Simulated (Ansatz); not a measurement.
Cost and result up the ladder for Li3Cl3 (6 atoms). Charge 0, multiplicity 1. Geometry: PBE-D4/def2-SVP.

| atom | x (Å) | y (Å) | z (Å) |
| --- | --- | --- | --- |
| Li1 | -0.1509 | 1.8534 | -0.4105 |
| Li2 | -1.5643 | -1.0302 | 0.3461 |
| Li3 | 1.7139 | -0.8229 | 0.0642 |
| Cl4 | 1.9516 | 1.2835 | -0.4388 |
| Cl5 | -2.1408 | 1.0234 | -0.0971 |
| Cl6 | 0.1905 | -2.3072 | 0.5361 |

Ansatz on 4 threads of Arm Neoverse V2 on a shared host. Times are rough, and most runs start from the orbitals of an earlier one. ωB97M-V/def2-TZVP serves as the yardstick here, not as an exact answer. Differences are given only for rows in sets of like size (and for xTB, whose basis is part of the method), since another set adds its own error. Binding counts from free atoms at the same level (Li doublet, Cl doublet; other spins of the atoms weren't run), without zero-point energy or a counterpoise term.

LC-ωPBE has ω = 0.4 bohr⁻¹. Correlated methods freeze 15 core orbitals; core or outer-core shells of Li are correlated, in sets that lack core-valence functions. The structure comes from a short search, and lower isomers may exist.

Correlated methods converge slowly with the basis.

```
                          level  functions  binding energy per atom (eV)  difference from ωB97M-V/def2-TZVP (eV)
             CCSD(T)/def2-TZVPP        183                          3.00                                   -0.13
             BHLYP-D4/def2-TZVP        153                          3.01                                   -0.12
                   HF/def2-TZVP        153                          2.43                                   -0.69
              LC-ωPBE/def2-TZVP        153                          2.99                                   -0.13
              RPA@PBE/def2-TZVP        153                          2.69                                   -0.44
              ωB97M-V/def2-TZVP        153                          3.13                                    0.00
                      HF/STO-3G         42                          2.94                                       –
              BLYP-D4/def2-TZVP        153                          3.01                                   -0.12
              PBE-D4/def2-TZVPD        189                          3.04                                   -0.09
            r2SCAN-D4/def2-TZVP        153                          3.06                                   -0.07
           r2SCAN-D4/def2-TZVPD        189                          3.07                                   -0.06
              ωB97X-V/def2-TZVP        153                          3.06                                   -0.06
             PBE0-D4/def2-TZVPD        189                          3.02                                   -0.10
PBE0-D4/def2-TZVP (with forces)        153                          3.02                                   -0.11
```

Question: Estimate how long each takes.

Answer: HF/STO-3G 0.1 s; HF/def2-TZVP 0.8 s; LC-ωPBE/def2-TZVP 1.4 s; BLYP-D4/def2-TZVP 1.4 s; BHLYP-D4/def2-TZVP 1.4 s; PBE-D4/def2-TZVPD 1.8 s; PBE0-D4/def2-TZVP (with forces) 2.1 s; RPA@PBE/def2-TZVP 2.2 s; PBE0-D4/def2-TZVPD 2.4 s; r2SCAN-D4/def2-TZVP 2.6 s; ωB97X-V/def2-TZVP 3.6 s; r2SCAN-D4/def2-TZVPD 3.8 s; ωB97M-V/def2-TZVP 4.7 s; CCSD(T)/def2-TZVPP 32 s. On shared hardware such times vary by a factor of up to 3.
